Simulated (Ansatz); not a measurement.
Molecule: sum formula NbO$_{2}$F (charge 0, singlet). SMILES: [F][Nb](=[O])=[O]
Coordinates optimised at B3LYP-D3(BJ)/def2-TZVP (Ansatz, an electronic-structure program):
```xyz
4

Nb     0.0470    -0.0671    -0.1842
O     -1.3757    -0.9681     0.1561
O     -0.4337     1.5478    -0.5197
F      1.3944    -0.2099     1.1623
```
Charge 0, spin multiplicity 1.

Quantity: vertical ionisation energy (to the doublet state of charge +1; each state is the SCF solution reached for its spin; the UHF <S^2> is 1.17 for the doublet (pure: 0.75); for the doublet T1 is 0.060; for the singlet T1 is 0.030), in eV. Cores are frozen in the correlated levels unless marked. UHF or UKS for open shells. Spin-orbit coupling is left out. Frozen are the shells of the preceding noble gas and the d and f shells that filled before the atom's block. In def2 rows, elements after Kr have scalar-relativistic effective core potentials. CBS(X,Y): correlation extrapolated as X^-3; Hartree-Fock from the larger set. [CCSD(T)-MP2]/basis is that difference in the basis named.

```
level                                                          program  vertical ionisation energy (eV)
-------------------------------------------------------------  -------  -------------------------------
HF/def2-SVPD                                                    Ansatz                             9.45
HF/def2-TZVPPD                                                  Ansatz                             9.28
HF/def2-QZVPPD                                                  Ansatz                             9.28
r2SCAN/def2-TZVPD                                               Ansatz                            10.76
B3LYP/def2-TZVPD                                                Ansatz                            10.96
B2PLYP/def2-TZVPD                                               Ansatz                            11.23
RI-MP2/def2-TZVPPD                                              Ansatz                            12.89
RI-MP2/def2-QZVPPD                                              Ansatz                            12.97
RI-MP2/CBS(def2-TZVPPD,def2-QZVPPD)                             Ansatz                            13.03
SCS-MP2/def2-TZVPPD                                             Ansatz                            12.70
CCSD/def2-SVPD                                                  Ansatz                            10.78
CCSD/def2-TZVPPD                                                Ansatz                            10.79
CCSD(T)/def2-SVPD                                               Ansatz                            10.97
CCSD(T)/def2-TZVPPD                                             Ansatz                            10.99
RI-MP2/CBS(def2-TZVPPD,def2-QZVPPD)+[CCSD(T)-MP2]/def2-TZVPPD   Ansatz                            11.14
```
